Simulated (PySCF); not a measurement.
**Spinor energies of Sb⁺ (antimony, charge +1)**

Start: [Kr] 4d10 5s2 5p2; 5p1/2 filled at m_j = -1/2, +1/2. Calculated with PySCF 2.14 in x2c-TZVPPall-2c (8s9p5d2f, 74 functions): generalised Hartree-Fock with the X2C-1e Hamiltonian and a Gaussian nucleus; one run each with spin-orbit coupling (SO) switched off, then screened by Boettger's factors.

| spinor shell | electrons | ε, spin-free (eV) | ε, screened SO (eV) | weight of nominal j (screened SO) | rms radius, screened SO (bohr) |
| --- | --- | --- | --- | --- | --- |
| 1s1/2 | 2 | -30652.9 | -30649.7 | 1.000 | 0.0325 |
| 2s1/2 | 2 | -4767.0 | -4766.0 | 1.000 | 0.133 |
| 2p1/2 | 2 | -4273.4 | -4448.1 | 1.000 | 0.115 |
| 2p3/2 | 4 | -4273.4 | -4193.8 | 1.000 | 0.120 |
| 3s1/2 | 2 | -982.31 | -981.88 | 1.000 | 0.352 |
| 3p1/2 | 2 | -817.47 | -850.61 | 1.000 | 0.345 |
| 3p3/2 | 4 | -817.47 | -802.02 | 1.000 | 0.356 |
| 3d3/2 | 4 | -566.55 | -572.15 | 1.000 | 0.329 |
| 3d5/2 | 6 | -566.55 | -562.28 | 1.000 | 0.332 |
| 4s1/2 | 2 | -184.97 | -184.70 | 1.000 | 0.843 |
| 4p1/2 | 2 | -132.04 | -138.22 | 1.000 | 0.892 |
| 4p3/2 | 4 | -132.04 | -128.88 | 1.000 | 0.923 |
| 4d3/2 | 4 | -52.700 | -53.364 | 1.000 | 1.11 |
| 4d5/2 | 6 | -52.700 | -51.878 | 1.000 | 1.11 |
| 5s1/2 | 2 | -24.534 | -24.429 | 1.000 | 2.36 |
| 5p1/2 | 2 | -16.324 | -15.750 | 1.000 | 2.86 |

```
   quantity    spin-free  screened SO
E (hartree)  -6476.84316  -6478.50173
        M_J            0            0
       ⟨J²⟩        2.010        0.000
       ⟨L²⟩        2.007        1.351
       ⟨S²⟩        2.003        1.351
```

Breit and QED terms are absent; they matter most for the inner s and p1/2 levels.

Densities and radii are taken from the X2C orbitals without a picture-change correction, which distorts them close to the nucleus.

Without spin-orbit coupling the j labels of p, d and f shells carry no meaning; the spin-free column gives the mean over the occupied spinors of each nl shell.
